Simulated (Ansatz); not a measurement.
ClH$_{5}$OSi$_{2}$ (`O[SiH2][SiH2]Cl`), 9 atoms. Charge 0, multiplicity 1. All runs use 2 threads of a server CPU on a shared host. Correlated methods freeze the cores.

Task: How many basis functions does each run have, and how long does it take in Ansatz? RKS PBE0-D4/def2-TZVP frequencies; RKS PBE0-D4/def2-QZVPP energy; RKS PBE-D4/def2-TZVPP energy and forces; RKS ωB97M-V/def2-QZVPP energy; RKS SPW92/def2-TZVPP energy; direct RPA on PBE orbitals/def2-TZVPP energy; RHF-CCSD(T)/def2-SVP energy; RKS PBE-QIDH (frozen core)/def2-TZVPP energy; RHF-CCSD(T)/def2-TZVPP energy; RKS PBE0-D4/def2-TZVP relaxation (10 steps); RKS ωB97M-V/def2-SVP energy; RKS PBE0-D4/def2-SVP energy. (Estimate.)

Result: Computed: Other jobs shared the machine, so times are rough.

```json
{"level": "RKS PBE0-D4/def2-SVP", "job": "energy", "functions": "93", "wall time": "0.95 s", "peak host memory (GiB)": "0.18"}
{"level": "RKS SPW92/def2-TZVPP", "job": "energy", "functions": "227", "wall time": "1.5 s", "peak host memory (GiB)": "0.29"}
{"level": "RKS PBE-D4/def2-TZVPP", "job": "energy and forces", "functions": "227", "wall time": "2.4 s", "peak host memory (GiB)": "0.3"}
{"level": "RHF-CCSD(T)/def2-SVP", "job": "energy", "functions": "93", "wall time": "2.7 s", "peak host memory (GiB)": "0.29"}
{"level": "RKS ωB97M-V/def2-SVP", "job": "energy", "functions": "93", "wall time": "3.7 s", "peak host memory (GiB)": "0.28"}
{"level": "direct RPA on PBE orbitals/def2-TZVPP", "job": "energy", "functions": "227", "wall time": "4.2 s", "peak host memory (GiB)": "0.45"}
{"level": "RKS PBE-QIDH (frozen core)/def2-TZVPP", "job": "energy", "functions": "227", "wall time": "4.5 s", "peak host memory (GiB)": "0.54"}
{"level": "RKS PBE0-D4/def2-QZVPP", "job": "energy", "functions": "417", "wall time": "10 s", "peak host memory (GiB)": "1.3"}
{"level": "RKS ωB97M-V/def2-QZVPP", "job": "energy", "functions": "417", "wall time": "17 s", "peak host memory (GiB)": "1.6"}
{"level": "RKS PBE0-D4/def2-TZVP", "job": "relaxation (10 steps)", "functions": "172", "wall time": "32 s", "peak host memory (GiB)": "0.44"}
{"level": "RHF-CCSD(T)/def2-TZVPP", "job": "energy", "functions": "227", "wall time": "42 s", "peak host memory (GiB)": "3.8"}
{"level": "RKS PBE0-D4/def2-TZVP", "job": "frequencies", "functions": "172", "wall time": "93 s", "peak host memory (GiB)": "0.43"}
```
